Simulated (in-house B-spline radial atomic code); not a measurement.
**Ionising Ni with different functionals**

Computed with an all-electron radial atomic-structure program (B-spline basis): non-relativistic Hamiltonian, point nucleus, spin-polarised at highest spin, spherical fractional occupations for the functionals, the average over the highest-spin determinants for Hartree-Fock. The ionisation energy is the difference of two self-consistent energies, [Ar] 3d8 4s2 → [Ar] 3d9, without Breit or QED terms; ε is the level of the shell that loses the electron (its least bound occupied spin orbital). The two configurations differ by more than the removed electron.

Hybrids are left out here: with spherical fractional occupations of an open shell their exact exchange keeps a self-interaction that integer-occupation calculations don't have.

| method | rung | ΔSCF (eV) | -ε(4s) (eV) |
| --- | --- | --- | --- |
| Hartree-Fock | Hartree-Fock | 6.94 | 7.32 |
| LDA VWN5 | LDA | 6.67 | 5.57 |
| LDA PW92 | LDA | 6.67 | 5.57 |
| LDA exchange-only | LDA | 6.16 | 4.54 |
| PBE | GGA | 6.49 | 5.35 |
| PBEsol | GGA | 6.43 | 5.37 |
| BLYP | GGA | 6.66 | 5.33 |
| RPBE | GGA | 6.35 | 5.27 |
| PW91 | GGA | 6.51 | 5.41 |
| BP86 | GGA | 6.65 | 5.53 |
| AM05 | GGA | 6.33 | 5.32 |
| OLYP | GGA | 5.89 | 5.05 |
| TPSS | meta-GGA | 6.21 | 5.32 |
| SCAN | meta-GGA | 6.59 | 5.61 |
| r2SCAN | meta-GGA | 6.39 | 5.58 |
| M06-L | meta-GGA | ? | ? |
| revTPSS | meta-GGA | ? | ? |

Task: What does revTPSS give?

Result: ΔSCF 6.29 eV, and -ε(4s) = 5.36 eV.

Task: What does M06-L give?

Result: ΔSCF 6.40 eV, and -ε(4s) = 5.41 eV.

Task: How do they compare with the NIST value?

Result: NIST lists 7.640 eV (measured, ground level to ground level). Errors run from -1.75 to -0.70 eV. The correlated functionals all miss on the same side by more than they spread, so the cause is common to them (relativity, Breit-QED terms, multiplet and fine-structure energies, or a listed next ion that isn't the cheapest removal here) and closeness doesn't rank the functionals. Hartree-Fock also lacks correlation.
